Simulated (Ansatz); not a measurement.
Ansatz (an electronic-structure program) input (HF/6-31G* with LANL2DZ past Ar): The .json file joins the Basis Set Exchange's 6-31G* for atoms up to Ar and LANL2DZ past it.

Ansatz 0.2 input:
```yaml
crystal:
  periodic: [false, false, false]
  atoms:
    - {symbol: N, position_ang: [1.79260490, -0.25403956, 0.05178497]}
    - {symbol: Ge, position_ang: [0.05089097, 0.07885183, 0.13918576]}
    - {symbol: N, position_ang: [-0.88739540, -0.81748563, 1.35088740]}
    - {symbol: N, position_ang: [-0.48043888, 1.72967619, -0.24093334]}
    - {symbol: N, position_ang: [-0.56815590, -0.88031599, -1.55389484]}
    - {symbol: H, position_ang: [2.38750525, 0.27042112, -0.55790307]}
    - {symbol: H, position_ang: [2.28069380, -0.54024424, 0.87658044]}
    - {symbol: H, position_ang: [-0.59608116, -1.72248161, 1.66201958]}
    - {symbol: H, position_ang: [-1.35533626, -0.31693942, 2.07952742]}
    - {symbol: H, position_ang: [-1.43833102, 1.99915235, -0.13841414]}
    - {symbol: H, position_ang: [0.13367526, 2.49807749, -0.05967467]}
    - {symbol: H, position_ang: [-1.48076350, -1.29324369, -1.42718452]}
    - {symbol: H, position_ang: [-0.62613470, -0.24285978, -2.33473123]}
    - {symbol: H, position_ang: [0.06995830, -1.61998588, -1.80907353]}
basis:
  gaussian:
    orbitals: 6-31Gs+LANL2DZ.json
hamiltonian:
  xc: {name: HF}
total_charge: 1
phonons: {temperatures: {t_min: 298.15, t_max: 298.15, t_step: 100}}
```

Output:

```
Functional definition: HF
integrals: 0.04 GiB planned
1070 factors; integrals over basis functions are off by at most 3.8e-4 eV
mean field: 0.24 GiB planned
mean field evaluation 1: about -6156.1276 eV, gradient 6.3e1 eV
mean field evaluation 2: about -6156.2017 eV, gradient 6.3e1 eV
mean field evaluation 4: about -6163.7946 eV, gradient 3.0e0 eV
mean field evaluation 8: about -6163.8387 eV, gradient 1.7e-1 eV
mean field -6163.83881699 eV, -226.5168985243 hartree, gradient 1.2e-5 eV, S^2 0.000000; 0 other end points of the search recorded, 0 dependent functions left out
the calculation of the forces begins
reference -6163.83881699 eV, -226.5168985243 hartree; 20, 20 occupied and 66, 66 virtual orbitals, 1070 factors
these checks for a lower state are left out or cut short: stability, starts, cluster_reference, orbital_swaps, neighbouring_geometries, increment
integrals: 0.04 GiB planned
1070 factors; integrals over basis functions are off by at most 3.8e-4 eV
mean field: 0.24 GiB planned
mean field evaluation 16: about -6163.8386 eV, gradient 2.5e-4 eV
mean field -6163.83861678 eV, -226.5168911667 hartree, gradient 2.3e-6 eV, S^2 0.000000; 0 other end points of the search recorded, 0 dependent functions left out
the calculation of the forces begins
reference -6163.83861678 eV, -226.5168911667 hartree; 20, 20 occupied and 66, 66 virtual orbitals, 1070 factors
these checks for a lower state are left out or cut short: stability, starts, cluster_reference, orbital_swaps, neighbouring_geometries, increment
integrals: 0.04 GiB planned
1070 factors; integrals over basis functions are off by at most 3.8e-4 eV
mean field: 0.24 GiB planned
mean field -6163.83861022 eV, -226.5168909257 hartree, gradient 2.2e-6 eV, S^2 0.000000; 0 other end points of the search recorded, 0 dependent functions left out
the calculation of the forces begins
reference -6163.83861022 eV, -226.5168909257 hartree; 20, 20 occupied and 66, 66 virtual orbitals, 1070 factors
these checks for a lower state are left out or cut short: stability, starts, cluster_reference, orbital_swaps, neighbouring_geometries, increment
integrals: 0.04 GiB planned
1070 factors; integrals over basis functions are off by at most 3.8e-4 eV
mean field: 0.24 GiB planned
mean field -6163.83874836 eV, -226.5168960021 hartree, gradient 4.0e-6 eV, S^2 0.000000; 0 other end points of the search recorded, 0 dependent functions left out
the calculation of the forces begins
reference -6163.83874836 eV, -226.5168960021 hartree; 20, 20 occupied and 66, 66 virtual orbitals, 1070 factors
these checks for a lower state are left out or cut short: stability, starts, cluster_reference, orbital_swaps, neighbouring_geometries, increment
integrals: 0.04 GiB planned
1070 factors; integrals over basis functions are off by at most 3.8e-4 eV
mean field: 0.24 GiB planned
mean field evaluation 32: about -6163.8387 eV, gradient 1.9e-1 eV
mean field -6163.83874586 eV, -226.5168959104 hartree, gradient 3.8e-6 eV, S^2 0.000000; 0 other end points of the search recorded, 0 dependent functions left out
the calculation of the forces begins
reference -6163.83874586 eV, -226.5168959104 hartree; 20, 20 occupied and 66, 66 virtual orbitals, 1070 factors
these checks for a lower state are left out or cut short: stability, starts, cluster_reference, orbital_swaps, neighbouring_geometries, increment
integrals: 0.04 GiB planned
1070 factors; integrals over basis functions are off by at most 3.8e-4 eV
mean field: 0.24 GiB planned
mean field -6163.83863127 eV, -226.5168916994 hartree, gradient 2.7e-6 eV, S^2 0.000000; 0 other end points of the search recorded, 0 dependent functions left out
the calculation of the forces begins
reference -6163.83863127 eV, -226.5168916994 hartree; 20, 20 occupied and 66, 66 virtual orbitals, 1070 factors
these checks for a lower state are left out or cut short: stability, starts, cluster_reference, orbital_swaps, neighbouring_geometries, increment
integrals: 0.04 GiB planned
1070 factors; integrals over basis functions are off by at most 3.8e-4 eV
mean field: 0.24 GiB planned
mean field -6163.83862747 eV, -226.5168915598 hartree, gradient 2.4e-6 eV, S^2 0.000000; 0 other end points of the search recorded, 0 dependent functions left out
the calculation of the forces begins
reference -6163.83862747 eV, -226.5168915598 hartree; 20, 20 occupied and 66, 66 virtual orbitals, 1070 factors
these checks for a lower state are left out or cut short: stability, starts, cluster_reference, orbital_swaps, neighbouring_geometries, increment
integrals: 0.04 GiB planned
1070 factors; integrals over basis functions are off by at most 3.8e-4 eV
mean field: 0.24 GiB planned
mean field -6163.83867020 eV, -226.5168931301 hartree, gradient 1.8e-6 eV, S^2 0.000000; 0 other end points of the search recorded, 0 dependent functions left out
[...]
mean field: 0.24 GiB planned
mean field -6163.83879626 eV, -226.5168977626 hartree, gradient 1.2e-6 eV, S^2 0.000000; 0 other end points of the search recorded, 0 dependent functions left out
the calculation of the forces begins
reference -6163.83879626 eV, -226.5168977626 hartree; 20, 20 occupied and 66, 66 virtual orbitals, 1070 factors
these checks for a lower state are left out or cut short: stability, starts, cluster_reference, orbital_swaps, neighbouring_geometries, increment
integrals: 0.04 GiB planned
1070 factors; integrals over basis functions are off by at most 3.8e-4 eV
mean field: 0.24 GiB planned
mean field -6163.83879598 eV, -226.5168977522 hartree, gradient 1.2e-6 eV, S^2 0.000000; 0 other end points of the search recorded, 0 dependent functions left out
the calculation of the forces begins
reference -6163.83879598 eV, -226.5168977522 hartree; 20, 20 occupied and 66, 66 virtual orbitals, 1070 factors
these checks for a lower state are left out or cut short: stability, starts, cluster_reference, orbital_swaps, neighbouring_geometries, increment
integrals: 0.04 GiB planned
1070 factors; integrals over basis functions are off by at most 3.8e-4 eV
mean field: 0.24 GiB planned
mean field -6163.83874760 eV, -226.5168959742 hartree, gradient 2.6e-6 eV, S^2 0.000000; 0 other end points of the search recorded, 0 dependent functions left out
the calculation of the forces begins
reference -6163.83874760 eV, -226.5168959742 hartree; 20, 20 occupied and 66, 66 virtual orbitals, 1070 factors
these checks for a lower state are left out or cut short: stability, starts, cluster_reference, orbital_swaps, neighbouring_geometries, increment
integrals: 0.04 GiB planned
1070 factors; integrals over basis functions are off by at most 3.8e-4 eV
mean field: 0.24 GiB planned
mean field evaluation 480: about -6163.8387 eV, gradient 2.7e-6 eV
mean field -6163.83874488 eV, -226.5168958745 hartree, gradient 2.7e-6 eV, S^2 0.000000; 0 other end points of the search recorded, 0 dependent functions left out
the calculation of the forces begins
reference -6163.83874488 eV, -226.5168958745 hartree; 20, 20 occupied and 66, 66 virtual orbitals, 1070 factors
these checks for a lower state are left out or cut short: stability, starts, cluster_reference, orbital_swaps, neighbouring_geometries, increment
integrals: 0.04 GiB planned
1070 factors; integrals over basis functions are off by at most 3.8e-4 eV
mean field: 0.24 GiB planned
mean field -6163.83872102 eV, -226.5168949977 hartree, gradient 2.3e-6 eV, S^2 0.000000; 0 other end points of the search recorded, 0 dependent functions left out
the calculation of the forces begins
reference -6163.83872102 eV, -226.5168949977 hartree; 20, 20 occupied and 66, 66 virtual orbitals, 1070 factors
these checks for a lower state are left out or cut short: stability, starts, cluster_reference, orbital_swaps, neighbouring_geometries, increment
integrals: 0.04 GiB planned
1070 factors; integrals over basis functions are off by at most 3.8e-4 eV
mean field: 0.24 GiB planned
mean field -6163.83872372 eV, -226.5168950967 hartree, gradient 2.2e-6 eV, S^2 0.000000; 0 other end points of the search recorded, 0 dependent functions left out
the calculation of the forces begins
reference -6163.83872372 eV, -226.5168950967 hartree; 20, 20 occupied and 66, 66 virtual orbitals, 1070 factors
these checks for a lower state are left out or cut short: stability, starts, cluster_reference, orbital_swaps, neighbouring_geometries, increment
integrals: 0.04 GiB planned
1070 factors; integrals over basis functions are off by at most 3.8e-4 eV
mean field: 0.24 GiB planned
mean field -6163.83874654 eV, -226.5168959355 hartree, gradient 2.4e-6 eV, S^2 0.000000; 0 other end points of the search recorded, 0 dependent functions left out
the calculation of the forces begins
reference -6163.83874654 eV, -226.5168959355 hartree; 20, 20 occupied and 66, 66 virtual orbitals, 1070 factors
these checks for a lower state are left out or cut short: stability, starts, cluster_reference, orbital_swaps, neighbouring_geometries, increment
integrals: 0.04 GiB planned
1070 factors; integrals over basis functions are off by at most 3.8e-4 eV
mean field: 0.24 GiB planned
mean field -6163.83874402 eV, -226.5168958428 hartree, gradient 2.5e-6 eV, S^2 0.000000; 0 other end points of the search recorded, 0 dependent functions left out
the calculation of the forces begins
reference -6163.83874402 eV, -226.5168958428 hartree; 20, 20 occupied and 66, 66 virtual orbitals, 1070 factors
these checks for a lower state are left out or cut short: stability, starts, cluster_reference, orbital_swaps, neighbouring_geometries, increment
integrals: 0.04 GiB planned
1070 factors; integrals over basis functions are off by at most 3.8e-4 eV
mean field: 0.24 GiB planned
mean field -6163.83872605 eV, -226.5168951825 hartree, gradient 2.3e-6 eV, S^2 0.000000; 0 other end points of the search recorded, 0 dependent functions left out
the calculation of the forces begins
reference -6163.83872605 eV, -226.5168951825 hartree; 20, 20 occupied and 66, 66 virtual orbitals, 1070 factors
these checks for a lower state are left out or cut short: stability, starts, cluster_reference, orbital_swaps, neighbouring_geometries, increment
integrals: 0.04 GiB planned
1070 factors; integrals over basis functions are off by at most 3.8e-4 eV
mean field: 0.24 GiB planned
mean field evaluation 512: about -6163.8387 eV, gradient 1.0e-1 eV
mean field -6163.83872887 eV, -226.5168952859 hartree, gradient 2.2e-6 eV, S^2 0.000000; 0 other end points of the search recorded, 0 dependent functions left out
the calculation of the forces begins
reference -6163.83872887 eV, -226.5168952859 hartree; 20, 20 occupied and 66, 66 virtual orbitals, 1070 factors
these checks for a lower state are left out or cut short: stability, starts, cluster_reference, orbital_swaps, neighbouring_geometries, increment
integrals: 0.04 GiB planned
1070 factors; integrals over basis functions are off by at most 3.8e-4 eV
mean field: 0.24 GiB planned
mean field -6163.83879198 eV, -226.5168976051 hartree, gradient 1.5e-6 eV, S^2 0.000000; 0 other end points of the search recorded, 0 dependent functions left out
the calculation of the forces begins
reference -6163.83879198 eV, -226.5168976051 hartree; 20, 20 occupied and 66, 66 virtual orbitals, 1070 factors
these checks for a lower state are left out or cut short: stability, starts, cluster_reference, orbital_swaps, neighbouring_geometries, increment
integrals: 0.04 GiB planned
1070 factors; integrals over basis functions are off by at most 3.8e-4 eV
mean field: 0.24 GiB planned
mean field -6163.83879200 eV, -226.5168976061 hartree, gradient 1.5e-6 eV, S^2 0.000000; 0 other end points of the search recorded, 0 dependent functions left out
the calculation of the forces begins
reference -6163.83879200 eV, -226.5168976061 hartree; 20, 20 occupied and 66, 66 virtual orbitals, 1070 factors
Total energy: -6163.83881699 eV, -226.5168985243 hartree
Atom 0 at     1.792605    -0.254040     0.051785 Å, force     0.001189     0.000529     0.000900 eV/Å
Atom 1 at     0.050891     0.078852     0.139186 Å, force    -0.000760    -0.001178    -0.002079 eV/Å
Atom 2 at    -0.887395    -0.817486     1.350887 Å, force     0.000036     0.000073     0.001580 eV/Å
Atom 3 at    -0.480439     1.729676    -0.240933 Å, force     0.000008     0.001307     0.000891 eV/Å
Atom 4 at    -0.568156    -0.880316    -1.553895 Å, force    -0.000309    -0.000479    -0.000845 eV/Å
Atom 5 at     2.387505     0.270421    -0.557903 Å, force     0.000334    -0.000272     0.000367 eV/Å
Atom 6 at     2.280694    -0.540244     0.876580 Å, force     0.000287     0.000016    -0.000543 eV/Å
Atom 7 at    -0.596081    -1.722482     1.662020 Å, force    -0.000385     0.000189     0.000369 eV/Å
Atom 8 at    -1.355336    -0.316939     2.079527 Å, force    -0.000073    -0.000607    -0.000058 eV/Å
Atom 9 at    -1.438331     1.999152    -0.138414 Å, force     0.000304     0.000475    -0.000045 eV/Å
Atom 10 at     0.133675     2.498077    -0.059675 Å, force    -0.000537     0.000090    -0.000283 eV/Å
Atom 11 at    -1.480763    -1.293244    -1.427185 Å, force    -0.000610    -0.000176     0.000199 eV/Å
Atom 12 at    -0.626135    -0.242860    -2.334731 Å, force     0.000051     0.000505    -0.000429 eV/Å
Atom 13 at     0.069958    -1.619986    -1.809074 Å, force     0.000465    -0.000474    -0.000025 eV/Å
Dipole moment:    -0.143251    -0.221957    -0.391788 e Å
Vibrations: 92.07 137.59 137.68 208.33 208.35 261.68 261.71 264.33 307.44 411.45 495.93 496.00 536.15 738.66 790.36 790.36 833.18 833.21 899.23 986.90 986.91 1511.47 1744.78 1744.79 1757.40 1814.18 1814.21 3641.87 3760.27 3760.29 3782.05 3782.07 3785.05 3882.08 3882.42 3882.44 cm⁻¹, zero-point energy 3.423383 eV
```

The blocks after the first are displaced geometries, from whose forces the wavenumbers follow.

The dipole moment of an ion depends on the origin.
